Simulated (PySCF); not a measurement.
H₃BN (SMILES B=[NH2+]), charge +1, singlet, at a GFN2-xTB geometry, with bond 5-2 at 2.0 times its length; PySCF with R2SCAN/STO-3G.

PySCF was given this input:
```python
from pyscf import gto, scf, dft

mol = gto.M(
    atom='''
B     0.72191147   -0.07271956    0.28604142
N    -0.47574358    0.04792259   -0.18850285
H     1.78645177   -0.17995280    0.70784191
H    -0.95409398    0.93158201   -0.39777808
H    -1.74767658   -1.49490161   -0.65299913
''',
    basis='sto-3g',
    charge=1,
    verbose=4,
)

mf = dft.RKS(mol)
mf.xc = 'r2scan'
mf.level_shift = 0.1
mf.max_cycle = 100
mf.kernel()
```

The log (banner, timings and long lists left out):

```
PySCF version 2.14.0

[INPUT] verbose = 4
[INPUT] num. atoms = 5
[INPUT] num. electrons = 14
[INPUT] charge = 1
[INPUT] spin (= nelec alpha-beta = 2S) = 0
[INPUT] symmetry False subgroup None
[INPUT] Mole.unit = angstrom
[INPUT] Symbol           X                Y                Z      unit          X                Y                Z       unit  Magmom
[INPUT]  1 B      0.721911470000  -0.072719560000   0.286041420000 AA    1.364214964482  -0.137420052299   0.540539944082 Bohr   0.0
[INPUT]  2 N     -0.475743580000   0.047922590000  -0.188502850000 AA   -0.899025071720   0.090560570280  -0.356218760200 Bohr   0.0
[INPUT]  3 H      1.786451770000  -0.179952800000   0.707841910000 AA    3.375904580044  -0.340061507349   1.337627349389 Bohr   0.0
[INPUT]  4 H     -0.954093980000   0.931582010000  -0.397778080000 AA   -1.802976319296   1.760434861472  -0.751691629555 Bohr   0.0
[INPUT]  5 H     -1.747676580000  -1.494901610000  -0.652999130000 AA   -3.302630090517  -2.824954626071  -1.233989515279 Bohr   0.0

nuclear repulsion = 26.2101148509809
number of shells = 9
number of NR pGTOs = 39
number of NR cGTOs = 13
basis = sto-3g
ecp = {}

******** <class 'pyscf.dft.rks.RKS'> ********
method = RKS
initial guess = minao
damping factor = 0
level_shift factor = 0.1
DIIS = <class 'pyscf.scf.diis.CDIIS'>
diis_start_cycle = 1
diis_space = 8
diis_damp = 0
SCF conv_tol = 1e-09
SCF conv_tol_grad = None
SCF max_cycles = 100
direct_scf = True
direct_scf_tol = 1e-13
XC library pyscf.dft.libxc version 7.1.2
    S. Lehtola, C. Steigemann, M. J. T. Oliveira, and M. A. L. Marques,  SoftwareX 7, 1–5 (2018)
XC functionals = r2scan
    J. W. Furness, A. D. Kaplan, J. Ning, J. P. Perdew, and J. Sun,  J. Phys. Chem. Lett. 11, 8208–8215 (2020)
    J. W. Furness, A. D. Kaplan, J. Ning, J. P. Perdew, and J. Sun,  J. Phys. Chem. Lett. 11, 9248–9248 (2020)
    J. W. Furness, A. D. Kaplan, J. Ning, J. P. Perdew, and J. Sun,  J. Phys. Chem. Lett. 11, 8208–8215 (2020)
    J. W. Furness, A. D. Kaplan, J. Ning, J. P. Perdew, and J. Sun,  J. Phys. Chem. Lett. 11, 9248–9248 (2020)
radial grids:
    Treutler-Ahlrichs [JCP 102, 346 (1995); DOI:10.1063/1.469408] (M4) radial grids

becke partition: Becke, JCP 88, 2547 (1988); DOI:10.1063/1.454033
pruning grids: <function nwchem_prune>
grids dens level: 3
symmetrized grids: False
atomic radii adjust function: <function treutler_atomic_radii_adjust>
small_rho_cutoff = 0
Set gradient conv threshold to 3.16228e-05
Initial guess from minao.
tot grids = 57376
init E= -80.1224656034693
  HOMO = -0.251877077465777  LUMO = -0.0711018251119454  gap/eV = 4.91915
cycle= 1 E= -79.7799088684499  delta_E= 0.343  |g|= 0.425  |ddm|=  2.7
  HOMO = -0.364789987469753  LUMO = -0.297900425263287  gap/eV = 1.82016
cycle= 2 E= -79.3957776772568  delta_E= 0.384  |g|= 1.13  |ddm|= 1.92
  HOMO = -0.488796140529946  LUMO = -0.31455044761201  gap/eV = 4.74147
cycle= 3 E= -79.8163647756052  delta_E= -0.421  |g|= 0.362  |ddm|= 0.894
  HOMO = -0.498168075719855  LUMO = -0.320002044580888  gap/eV = 4.84814
cycle= 4 E= -79.8601262765094  delta_E= -0.0438  |g|= 0.12  |ddm|= 0.303
  HOMO = -0.50020223878843  LUMO = -0.327329567000414  gap/eV = 4.70411
cycle= 5 E= -79.8647157663789  delta_E= -0.00459  |g|= 0.0421  |ddm|= 0.0926
  HOMO = -0.502638979979303  LUMO = -0.326036926550284  gap/eV = 4.80559
cycle= 6 E= -79.8655851369877  delta_E= -0.000869  |g|= 0.00923  |ddm|= 0.0521
  HOMO = -0.501544361259246  LUMO = -0.325434480161371  gap/eV = 4.79219
cycle= 7 E= -79.865642137391  delta_E= -5.7e-05  |g|= 0.00105  |ddm|= 0.0166
  HOMO = -0.500994851444487  LUMO = -0.325633788413501  gap/eV = 4.77182
cycle= 8 E= -79.8656430155207  delta_E= -8.78e-07  |g|= 0.000394  |ddm|= 0.00188
  HOMO = -0.500952952786881  LUMO = -0.325637215001453  gap/eV = 4.77058
cycle= 9 E= -79.8656430948048  delta_E= -7.93e-08  |g|= 0.000306  |ddm|= 0.000451
  HOMO = -0.500970311523001  LUMO = -0.325631483768847  gap/eV = 4.77121
cycle= 10 E= -79.8656431414128  delta_E= -4.66e-08  |g|= 0.000148  |ddm|= 0.000321
  HOMO = -0.500973014083685  LUMO = -0.325629655215623  gap/eV = 4.77134
cycle= 11 E= -79.8656431526434  delta_E= -1.12e-08  |g|= 5.76e-05  |ddm|= 0.000166
  HOMO = -0.500972717175968  LUMO = -0.325629594769137  gap/eV = 4.77133
cycle= 12 E= -79.865643154424  delta_E= -1.78e-09  |g|= 2.35e-05  |ddm|= 6.66e-05
  HOMO = -0.500972694885013  LUMO = -0.325629623541714  gap/eV = 4.77133
cycle= 13 E= -79.8656431547242  delta_E= -3e-10  |g|= 9.69e-06  |ddm|= 2.74e-05
  HOMO = -0.500976502791557  LUMO = -0.425628047704934  gap/eV = 2.05034
Extra cycle  E= -79.8656431539565  delta_E= 7.68e-10  |g|= 3.98e-05  |ddm|= 8.61e-05
converged SCF energy = -79.8656431539565
```
